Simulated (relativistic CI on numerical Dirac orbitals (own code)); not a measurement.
**One change at a time: Pr⁵⁰⁺**

Base calculation: Dirac-Coulomb-Breit CI, KLI orbitals optimised for each configuration, model QED, unscaled Slater integrals.

CI space (outside the closed core 1s2): 2s²2p⁵, 2s2p⁶, 2p⁶3s, 2p⁶3p, 2p⁶3d, 2s²2p⁴3s, 2s²2p⁴3p, 2s²2p⁴3d, 2s2p⁵3s, 2s2p⁵3p, 2s2p⁵3d, 2s²2p⁴4s, 2s²2p⁴4p, 2s²2p⁴4d, 2s²2p⁴4f, 2s2p⁵4s, 2s2p⁵4p, 2s²2p³3s², 2s2p⁵4d, 2s2p⁵4f, 2s²2p³3s3p, 2s²2p⁴5s, 2s²2p⁴5p, 2s²2p⁴5d, 2s²2p⁴5f, 2s²2p³3s3d, 2s²2p⁴5g, 2s²2p³3p², 2s²2p³3p3d, 2s2p⁴3s², 2s²2p³3d², 2s2p⁴3s3p, 2s2p⁴3s3d, 2s2p⁴3p², 2s2p⁵5s, 2s2p⁵5p. Levels of other configurations are missing.

Variants: (1) non-relativistic limit. Shifts of the energy above 2s²2p⁵ ²P°3/2, in eV, for the lowest level and the first level of each name with at least 55 % of one term (blank where a level changes its place among those of its configuration and J or its character, or is not in the variant):

| Level | Base | Δ(1) |
| --- | --- | --- |
| 2s²2p⁵ ²P°3/2 | 0.00 | 0.00 |
| 2s²2p⁵ ²P°1/2 | 497.67 | -497.67 |
| 2s2p⁶ ²S1/2 | 842.91 | -541.68 |
| 2s²2p⁴3s ⁴P5/2 | 5237.73 | +133.36 |
| 2s²2p⁴3s ²P3/2 | 5246.08 |  |
| 2s²2p⁴3s ²S1/2 | 5284.50 |  |
| 2s²2p⁴3p ²P°1/2 | 5379.23 |  |
| 2s²2p⁴3p ⁴D°7/2 | 5472.73 | -13.92 |
| 2s²2p⁴3d ⁴F9/2 | 5616.93 | -48.99 |
| 2s²2p⁴3d ²D3/2 | 5626.95 |  |
| 2s²2p⁴3s ⁴P3/2 | 5735.24 |  |
| 2s²2p⁴3s ²P1/2 | 5742.42 | -357.93 |
| 2s²2p⁴3s ²D5/2 | 5754.27 | -347.02 |
| 2s²2p⁴3s ²D3/2 | 5758.20 | -350.95 |

At this charge energies of transitions that change n are usually good to better than 1 %, and those within a shell (Δn = 0) to a few per cent.

Ionisation energy from the two ground configurations alone: base 9631.31 eV. The NIST ASD value (theoretical) is 9632 eV.

LS names give the leading component of a level, which can be under half, so a name can repeat, a term be missing and a line seem to break the LS rules.
